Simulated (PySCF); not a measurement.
# Cu⁺ (copper, charge +1) across methods

[Ar] 3d9 4p1, one real determinant (an excited configuration). Calculation: PySCF 2.14, in aug-cc-pVQZ-PP with ECP10MDF; a scalar-relativistic core potential.

```
method  E (hartree)  mean ε 3d α (eV)  mean ε 3d β (eV)  mean ε 4p α (eV)  Σ⟨r²⟩ (bohr²)   ⟨S²⟩
  PBE0    -196.6611           -23.864           -22.605            -9.942          26.33  2.001
   UHF   -195.71986           -31.482           -29.832           -11.316          27.05  2.001
M06-2X    -196.7785           -27.215           -25.791           -10.514          26.39  2.001
   PBE    -196.7032           -21.079           -19.930            -9.327          26.31  2.000
r2SCAN    -196.6089           -21.249           -20.018            -9.511          26.06  2.001
   LDA    -196.3167           -21.385           -20.131            -9.366          26.19  2.000
 TPSSh    -196.6347           -22.114           -20.913            -9.529          26.29  2.001
revPBE    -196.7617           -20.978           -19.847            -9.305          26.35  2.000
```

⟨L²⟩ = 8.01 against 12 for a pure F term, so this real determinant mixes terms. Energies and moments cover only the electrons outside the core potential.
